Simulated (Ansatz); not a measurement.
Relaxation of BCl2H5NP (10 atoms, charge 0, multiplicity 1), to a largest force component of 0.03 eV/Å in at most 50 steps.

Computed with RKS BLYP/def2-SVP in Ansatz 0.2.0.

```xyz
10
Properties=species:S:1:pos:R:3
B 0.161 -0.327 0.157
N 0.097 -0.613 1.601
H -0.757 -0.940 2.053
H 0.922 -0.563 2.200
Cl 1.715 0.120 -0.582
Cl -1.302 -0.535 -0.837
P -0.857 2.571 0.747
H -2.278 2.446 0.949
H -0.742 3.654 1.694
H -0.551 1.561 1.709
```

Task: Where does it end, and by what steps?

Result: The forces met the threshold. The force dipped under the threshold on the way, but the program's further checks kept it going. After 29 steps the energy has fallen by 0.385 eV; Cl5 moved furthest, 1.47 Å.

```tsv
step	energy less start (eV)	largest force component (eV/Å)	accepted
0	0.0000	2.259	yes
2	-0.3090	0.762	yes
4	-0.3585	0.165	yes
6	-0.3645	0.058	yes
8	-0.3680	0.147	yes
10	-0.3705	0.053	yes
12	-0.3676	0.291	no
14	-0.3730	0.118	yes
16	-0.3742	0.165	no
18	-0.3768	0.060	yes
20	-0.3794	0.077	yes
22	-0.3819	0.107	yes
24	-0.3830	0.063	yes
26	-0.3841	0.082	yes
28	-0.3853	0.007	yes
29	-0.3855	0.008	yes
```

```xyz
10
Properties=species:S:1:pos:R:3
B 0.430 -1.107 0.031
N 0.176 -0.518 1.278
H -0.767 -0.402 1.651
H 0.922 -0.191 1.894
Cl 2.111 -1.291 -0.547
Cl -0.926 -1.673 -0.986
P -1.203 3.614 1.278
H -2.535 3.067 1.201
H -1.201 3.566 2.720
H -0.597 2.309 1.172
```

Whether the end is a true minimum wasn't checked by a vibrational analysis.

Run time: 74 s on 2 threads of Arm Neoverse V1, on a shared host, peak memory 0.15 GiB.
